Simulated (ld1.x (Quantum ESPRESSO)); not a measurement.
## Ta, PAW: configuration errors across variants

| Quantity | Value |
| --- | --- |
| Element | tantalum (Ta) |
| Generator | ld1.x (Quantum ESPRESSO) 7.5 |
| Type | PAW |
| Functional | PBE |
| Relativity | scalar-relativistic |
| Frozen core | [Kr] 4d10 4f14 |
| Valence charge | 13 |
| Reference configuration | 5s2 5p6 5d3 6s1 6p0 (charge +1) |
| Partial waves | 5s (bound): rcut 1.65, rcutus 1.85 bohr; 6s (bound): rcut 1.65, rcutus 1.85 bohr; 5p (bound): rcut 1.70, rcutus 2.25 bohr; 6p (bound, empty): rcut 1.70, rcutus 2.25 bohr; 5d (bound): rcut 1.70, rcutus 2.10 bohr; 5d channel at 1.75 Ry: rcut 1.70, rcutus 2.10 bohr |
| Local potential | all-electron potential smoothed inside 2.10 bohr (lloc = -2) |
| Core correction | Bessel-smoothed model core inside 1.90 bohr |
| Augmentation charge | BESSEL, radius 1.30 bohr |

All-electron excitation energies from the reference (eV): (1) 5s2 5p6 5d3 6s2 6p0 -8.467; (2) 5s2 5p6 5d3 6s0 6p0 14.972; (3) 5s2 5p6 5d2 6s0 6p0 38.576; (4) 5s2 5p6 5d4 6s1 6p0 -6.374; (5) 5s2 5p6 5d3 6s1 6p1 -4.289; (6) 5s2 5p6 5d3 6s0 6p1 5.079; (7) 5s2 5p6 5d3.5 6s1.5 6p0 -7.479.

The overlap operator is not positive definite (basis up to 400 Ry) in “local potential all-electron potential smoothed inside 1.85 bohr (lloc = -1)”. Such files are unfit for use, however small their errors in these radial tests.

Tests that are not counted but printed errors over 1 eV. “waves 5p (bound): rcut 1.70, rcutus 3.16 bohr; 6p (bound): rcut 1.70, rcutus 3.16 bohr”: 5s2 5p6 5d3 6s1 6p1 (solver errors, printed error -2.2 eV); 5s2 5p6 5d3 6s0 6p1 (solver errors, printed error -2.6 eV).

2 further variants failed, have other tests or another functional or relativity, and are left out.

Errors AE − PS in meV (a dash: test not solved or not reliable):

```csv
change,(1),(2),(3),(4),(5),(6),(7),bound ghosts
base,+2.9,-5.5,-35,-3.9,+2.3,+1.6,+0.1,none
"waves 5p (bound): rcut 1.70, rcutus 3.16 bohr; 6p (bound): rcut 1.70, rcutus 3.16 bohr",+5.1,+0.7,-26,-3.7,–,–,+1.3,none
"wave 5d channel at 1.75 Ry: rcut 1.70, rcutus 2.10 bohr becomes 5d channel at -0.51 Ry: rcut 1.70, rcutus 2.10 bohr",+2.9,-5.6,-35,-3.8,+2.4,+1.9,+0.1,none
local potential all-electron potential smoothed inside 1.85 bohr (lloc = -1),+3.3,-5.5,-15,-2.0,+8.2,+13,+0.1,not determined (overlap not positive)
"core correction a·sin(br)/r model core, default radius (ld1.x builds one for every PAW set, though the input has nlcc=.false.)",+3.1,+1.3,-23,-3.6,+2.6,+2.4,+0.4,none
local potential all-electron potential smoothed inside 1.98 bohr (lloc = -2),+2.9,-5.4,-35,-3.9,+2.3,+1.6,+0.1,none
"waves 5s (bound): rcut 1.32, rcutus 1.40 bohr; 6s (bound): rcut 1.32, rcutus 1.40 bohr",+2.9,-5.5,-35,-3.8,+2.4,+1.6,+0.2,none
"waves 5d (bound): rcut 1.20, rcutus 1.28 bohr; 5d channel at 1.75 Ry: rcut 1.20, rcutus 1.28 bohr",+3.0,-5.4,-36,-3.9,+2.3,+1.6,+0.1,none
```

**Question.** Give the same row for: augmentation PSQ, inside the norm-conserving radii.

**Answer.** +2.8, -5.7, -37, -3.9, –, –, –; bound ghosts: none.
